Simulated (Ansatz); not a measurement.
Cost and result for the atomization energy of CH₇NSiSn (`[CH2]1[SiH2][NH][SnH2]1`) (11 atoms, 11 bonds).

```xyz
11

C    -1.154   -0.526    0.129
Si   -0.225    0.318   -1.283
N     1.196    0.621   -0.363
Sn    0.565   -0.211    1.392
H    -1.389   -1.579   -0.025
H    -2.047   -0.009    0.480
H    -0.031   -0.575   -2.465
H    -0.921    1.540   -1.787
H     2.057    1.067   -0.626
H     1.495   -1.564    1.875
H     0.453    0.916    2.675
```

The species carries charge 0 and has multiplicity 1. Correlated methods include outer-core shells of Sn, which these sets cover unevenly. Sn takes the def2 core potential. All single points use the PBE0-D4/def2-TZVP geometry. Program: Ansatz. All runs use 4 threads of an Arm Neoverse N1 on a shared host. Times are those of one run each, without the atoms' runs, and a repeat can differ threefold. Electronic energies, without spin–orbit coupling; frozen cores. CCSD(T)/CBS adds CCSD(T) − MP2 in def2-TZVPP to the MP2 limit, and its time is that of the two runs behind it. T1 = 0.012. With those shells the extrapolation isn't a true limit. B3LYP takes the VWN-RPA correlation (the form of Gaussian; ORCA's B3LYP/G).

CCSD(T)/CBS is a level of theory with its own doubt, some kJ/mol a heavy atom from the limit and from the frozen cores, so smaller differences don't rank the functionals.

```json
{"level": "PBE-D4/def2-TZVPP (with forces)", "functions": "252", "wall time": "4.9 s", "atomization (kcal/mol)": "842.1", "difference from CCSD(T)/CBS": "-2.3", "per bond": "-0.2"}
{"level": "PBE0-D4/def2-TZVPP", "functions": "252", "wall time": "6 s", "atomization (kcal/mol)": "833.0", "difference from CCSD(T)/CBS": "-11.4", "per bond": "-1.0"}
{"level": "B3LYP-D4/def2-TZVPP (with forces)", "functions": "252", "wall time": "9 s", "atomization (kcal/mol)": "836.0", "difference from CCSD(T)/CBS": "-8.4", "per bond": "-0.8"}
{"level": "r2SCAN-D4/def2-TZVPP (with forces)", "functions": "252", "wall time": "9.5 s", "atomization (kcal/mol)": "835.4", "difference from CCSD(T)/CBS": "-9.0", "per bond": "-0.8"}
{"level": "B2PLYP/def2-TZVPP", "functions": "252", "wall time": "11 s", "atomization (kcal/mol)": "825.6", "difference from CCSD(T)/CBS": "-18.8", "per bond": "-1.7"}
{"level": "ωB97X-V/def2-TZVPP", "functions": "252", "wall time": "16 s", "atomization (kcal/mol)": "846.2", "difference from CCSD(T)/CBS": "1.8", "per bond": "0.2"}
{"level": "ωB97M-V/def2-TZVPP (with forces)", "functions": "252", "wall time": "23 s", "atomization (kcal/mol)": "840.4", "difference from CCSD(T)/CBS": "-4.0", "per bond": "-0.4"}
{"level": "MP2/def2-QZVPP", "functions": "476", "wall time": "42 s", "atomization (kcal/mol)": "834.6", "difference from CCSD(T)/CBS": "-9.8", "per bond": "-0.9"}
{"level": "CCSD(T)/def2-TZVPP", "functions": "252", "wall time": "5.5 min", "atomization (kcal/mol)": "818.5", "difference from CCSD(T)/CBS": "-25.9", "per bond": "-2.4"}
{"level": "CCSD(T)/CBS(def2)", "functions": "–", "wall time": "6.2 min", "atomization (kcal/mol)": "844.4", "difference from CCSD(T)/CBS": "0.0", "per bond": "0.0"}
```

From PBE to PBE0 (25 % exact exchange), in def2-TZVPP and without D4, the atomization energy moves by −8.1 kcal/mol: exact exchange takes away binding that semilocal exchange gives to molecules. In def2-TZVPP, CCSD(T) changes the Hartree–Fock value by +224.7 kcal/mol (the triples alone add +12.5 kcal/mol) and MP2 by +225.1 kcal/mol; breaking electron pairs costs correlation energy, which Hartree–Fock lacks. The D4 term adds +10.4 kcal/mol with B3LYP and +5.4 kcal/mol with PBE0; it sums over pairs of atoms, weighted by their polarisabilities, and B3LYP, whose exchange is more repulsive, gets the larger term.

Spin–orbit coupling would lower the free Sn atoms strongly, and the atomization energy with them, by more than many differences here. For some Ge, Se and Sn compounds the MP2-based and the directly extrapolated limit differ by 10 to 25 kJ/mol.
